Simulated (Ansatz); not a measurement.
Born–Oppenheimer molecular dynamics of AuF (2 atoms, charge 0, multiplicity 1). It starts from a relaxed structure.

Method: UKS PBE/def2-SVP (Ansatz).

| Item | Value |
| --- | --- |
| ensemble | NVE (velocity Verlet) |
| time step | 2 fs |
| steps asked | 400 |
| starting velocities drawn for | 3000 K |
| seed | 575323 |

First frame:

```xyz
2
Properties=species:S:1:pos:R:3
F 0.842 -0.328 0.417
Au -0.813 0.268 -0.413
```

(1) What does the run give?

(2) What happens to the structure?

(3) How do temperature and energy run in time?

Answers

(1) The run went to its last step.

```yaml
steps_done: 400
time_covered: 800 fs
mean_temperature_over_the_second_half: 1475 K
spread_of_the_potential_energy_over_the_second_half: 23.2 meV per atom
mean_potential_energy_of_the_second_half_above_the_start: 33.2 meV per atom
```

The conserved energy stayed within 0.8 meV per atom of its start (net change 0.55 meV per atom), so the integration is sound. The temperature averaged 0.49 of the 3000 K drawn at the start: a run that starts near a minimum puts about half its kinetic energy into the potential. A run of 0.8 ps of so small a system gives no equilibrium averages.

(2) The same pairs are bonded in the first frame and the last. Pairs count as bonded within 1.25 times the sum of covalent radii (0.12 Å more for H–H). The details hang on the random start.

(3) 
```json
{"time (fs)": "0.0", "T (K)": "3000", "potential energy less start (eV)": "0.000", "conserved less start (meV/atom)": "0.00"}
{"time (fs)": "26.0", "T (K)": "2964", "potential energy less start (eV)": "0.002", "conserved less start (meV/atom)": "-0.02"}
{"time (fs)": "52.0", "T (K)": "945", "potential energy less start (eV)": "0.090", "conserved less start (meV/atom)": "0.48"}
{"time (fs)": "78.0", "T (K)": "173", "potential energy less start (eV)": "0.123", "conserved less start (meV/atom)": "0.73"}
{"time (fs)": "104.0", "T (K)": "214", "potential energy less start (eV)": "0.121", "conserved less start (meV/atom)": "0.57"}
{"time (fs)": "130.0", "T (K)": "2216", "potential energy less start (eV)": "0.034", "conserved less start (meV/atom)": "0.07"}
{"time (fs)": "156.0", "T (K)": "2580", "potential energy less start (eV)": "0.018", "conserved less start (meV/atom)": "0.18"}
{"time (fs)": "182.0", "T (K)": "2212", "potential energy less start (eV)": "0.035", "conserved less start (meV/atom)": "0.27"}
{"time (fs)": "208.0", "T (K)": "1671", "potential energy less start (eV)": "0.058", "conserved less start (meV/atom)": "0.21"}
{"time (fs)": "234.0", "T (K)": "54", "potential energy less start (eV)": "0.128", "conserved less start (meV/atom)": "0.59"}
{"time (fs)": "260.0", "T (K)": "561", "potential energy less start (eV)": "0.106", "conserved less start (meV/atom)": "0.58"}
{"time (fs)": "286.0", "T (K)": "1359", "potential energy less start (eV)": "0.072", "conserved less start (meV/atom)": "0.42"}
{"time (fs)": "312.0", "T (K)": "2989", "potential energy less start (eV)": "0.001", "conserved less start (meV/atom)": "0.02"}
{"time (fs)": "338.0", "T (K)": "2911", "potential energy less start (eV)": "0.004", "conserved less start (meV/atom)": "-0.03"}
{"time (fs)": "364.0", "T (K)": "806", "potential energy less start (eV)": "0.096", "conserved less start (meV/atom)": "0.50"}
{"time (fs)": "390.0", "T (K)": "84", "potential energy less start (eV)": "0.127", "conserved less start (meV/atom)": "0.76"}
{"time (fs)": "416.0", "T (K)": "297", "potential energy less start (eV)": "0.118", "conserved less start (meV/atom)": "0.57"}
{"time (fs)": "442.0", "T (K)": "2389", "potential energy less start (eV)": "0.026", "conserved less start (meV/atom)": "0.03"}
{"time (fs)": "468.0", "T (K)": "2692", "potential energy less start (eV)": "0.014", "conserved less start (meV/atom)": "0.15"}
{"time (fs)": "494.0", "T (K)": "2063", "potential energy less start (eV)": "0.041", "conserved less start (meV/atom)": "0.30"}
{"time (fs)": "520.0", "T (K)": "1459", "potential energy less start (eV)": "0.067", "conserved less start (meV/atom)": "0.27"}
{"time (fs)": "546.0", "T (K)": "22", "potential energy less start (eV)": "0.130", "conserved less start (meV/atom)": "0.60"}
{"time (fs)": "572.0", "T (K)": "742", "potential energy less start (eV)": "0.098", "conserved less start (meV/atom)": "0.51"}
{"time (fs)": "598.0", "T (K)": "1517", "potential energy less start (eV)": "0.065", "conserved less start (meV/atom)": "0.40"}
{"time (fs)": "624.0", "T (K)": "2956", "potential energy less start (eV)": "0.002", "conserved less start (meV/atom)": "0.05"}
{"time (fs)": "650.0", "T (K)": "2833", "potential energy less start (eV)": "0.007", "conserved less start (meV/atom)": "-0.03"}
{"time (fs)": "676.0", "T (K)": "675", "potential energy less start (eV)": "0.101", "conserved less start (meV/atom)": "0.52"}
{"time (fs)": "702.0", "T (K)": "26", "potential energy less start (eV)": "0.130", "conserved less start (meV/atom)": "0.79"}
{"time (fs)": "728.0", "T (K)": "392", "potential energy less start (eV)": "0.113", "conserved less start (meV/atom)": "0.56"}
{"time (fs)": "754.0", "T (K)": "2543", "potential energy less start (eV)": "0.020", "conserved less start (meV/atom)": "0.01"}
{"time (fs)": "780.0", "T (K)": "2789", "potential energy less start (eV)": "0.009", "conserved less start (meV/atom)": "0.12"}
```

The run took 7.6 min on 1 thread of Arm Neoverse V2 (shared host), peak memory 0.1 GiB.
